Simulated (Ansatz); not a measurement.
System: sum formula SiNH (charge 0, singlet). 
Coordinates optimised at B3LYP-D3(BJ)/def2-TZVP (Ansatz, an electronic-structure program):
```xyz
3

H      0.0000     0.0000    -1.9406
N      0.0000     0.0000    -0.9406
Si     0.0000     0.0000     0.6089
```
Charge 0, spin multiplicity 1.

Wanted: vertical ionisation energy (to the doublet state of charge +1; each state is the SCF solution reached for its spin), in eV. Valence correlation only, unless marked. Open shells are spin-unrestricted. Spin-orbit coupling is left out. Non-relativistic. CBS marks a two-point X^-3 extrapolation of the correlation energy; Hartree-Fock from the larger set.

```json
[
 {"level": "PBE/def2-TZVPD", "program": "Ansatz", "vertical ionisation energy (eV)": "10.60"},
 {"level": "B3LYP/def2-TZVPD", "program": "Ansatz", "vertical ionisation energy (eV)": "?"},
 {"level": "PBE0/def2-TZVPD", "program": "Ansatz", "vertical ionisation energy (eV)": "10.37"},
 {"level": "BHLYP/def2-TZVPD", "program": "Ansatz", "vertical ionisation energy (eV)": "10.00"},
 {"level": "CAM-B3LYP/def2-TZVPD", "program": "Ansatz", "vertical ionisation energy (eV)": "?"},
 {"level": "CCSD/aug-cc-pV(D+d)Z", "program": "Ansatz", "vertical ionisation energy (eV)": "10.25"},
 {"level": "CCSD/aug-cc-pV(T+d)Z", "program": "Ansatz", "vertical ionisation energy (eV)": "?"},
 {"level": "CCSD/def2-TZVPPD", "program": "Ansatz", "vertical ionisation energy (eV)": "?"},
 {"level": "CCSD/aug-cc-pV(Q+d)Z", "program": "Ansatz", "vertical ionisation energy (eV)": "10.33"},
 {"level": "CCSD(T)/CBS(aug-cc-pV(T+d)Z,aug-cc-pV(Q+d)Z)", "program": "Ansatz", "vertical ionisation energy (eV)": "10.60"}
]
```

Task: Some entries are withheld; supply them.

Result: 
- B3LYP/def2-TZVPD, vertical ionisation energy (eV): 10.44
- CAM-B3LYP/def2-TZVPD, vertical ionisation energy (eV): 10.38
- CCSD/aug-cc-pV(T+d)Z, vertical ionisation energy (eV): 10.30
- CCSD/def2-TZVPPD, vertical ionisation energy (eV): 10.28
